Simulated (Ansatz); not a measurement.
Isolated molecules relaxed with PBE0-D4/def2-TZVP in Ansatz; ΔE leaves out vibrations. CBS: MP2 limit from def2 TZ/QZ plus the TZ coupled-cluster correction, frozen cores. This one scheme is used for every species. For Se outer-core shells are correlated without core-valence functions, which leaves a few kJ/mol of doubt a bond. Scalar relativity is left out up to krypton. One conformer a species, not always the lowest.

Consider the hydrogenolysis of the Si–C bond: `N[SiH2]C=[Se]` + H₂ → `N[SiH3]` + `C=[Se]`.

| level | ΔE (kcal/mol) |
| --- | --- |
| MP2/CBS(def2) | 0.7 |
| CCSD/CBS(def2) | -2.7 |

**Question.** What does CCSD(T)/CBS give? (An estimate is asked.)

**Answer.** Computed: -1.3 kcal/mol. The listed levels differ from it by 2.0, -1.4 kcal/mol.

Largest T1 diagnostic among the species: 0.015.

From PBE to PBE0 (25 % exact exchange), in def2-TZVPP and without D4, ΔE moves by −1.1 kcal/mol. In def2-TZVPP, CCSD(T) changes the Hartree–Fock value by +6.5 kcal/mol (the triples alone add +1.4 kcal/mol) and MP2 by +8.5 kcal/mol. The D4 term adds +3.3 kcal/mol with B3LYP and +1.8 kcal/mol with PBE0; it sums over pairs of atoms, weighted by their polarisabilities, and B3LYP, whose exchange is more repulsive, gets the larger term.

B3LYP here is the variant with VWN-RPA as its local correlation; programs differ in this.
